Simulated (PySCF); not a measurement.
r2SCAN0 on Sb (antimony, neutral), [Kr] 4d10 5s2 5p2 5d1, one real determinant (an excited configuration). Calculation: PySCF 2.14, in aug-cc-pVDZ-PP with ECP28MDF; scalar relativity through the core potential.

```
cycle= 1 E= -239.988575046632  delta_E= -0.00834  |g|= 0.0214  |ddm|= 0.859
cycle= 2 E= -239.9967630057  delta_E= -0.00819  |g|= 0.0327  |ddm|=  1.5
cycle= 3 E= -239.983813003658  delta_E= 0.013  |g|= 0.00384  |ddm|= 1.03
cycle= 4 E= -239.983830305751  delta_E= -1.73e-05  |g|= 0.00115  |ddm|= 0.0236
cycle= 5 E= -239.983831276373  delta_E= -9.71e-07  |g|= 0.000234  |ddm|= 0.00837
cycle= 6 E= -239.983831007973  delta_E= 2.68e-07  |g|= 3.85e-05  |ddm|= 0.00439
cycle= 7 E= -239.98383100548  delta_E= 2.49e-09  |g|= 1.42e-05  |ddm|= 0.00107
cycle= 8 E= -239.983831003926  delta_E= 1.55e-09  |g|= 1.56e-06  |ddm|= 0.000394
cycle= 9 E= -239.983831003909  delta_E= 1.72e-11  |g|= 1.79e-07  |ddm|= 3.52e-05
converged SCF energy = -239.983831003909  <S^2> = 3.7521232  2S+1 = 4.0010615
```

Highest occupied orbital energy: 0.327 eV; ⟨L²⟩ = 7.98; populations by l: s 4.00, p 8.00, d 11.00.

**Question.** Can this result be used?

**Answer.** Not for this state. The run converged. ⟨L²⟩ = 7.98 against 12 for a pure F term, so this real determinant mixes terms. Energies and moments cover only the electrons outside the core potential. The outer electron is Rydberg-like, and this basis confines it to a smaller radius and binds it less than a complete one would. At r2SCAN0 the highest occupied level has a positive energy, so only the finite basis holds that electron; for this excited configuration the basis is too tight for the outer shell.
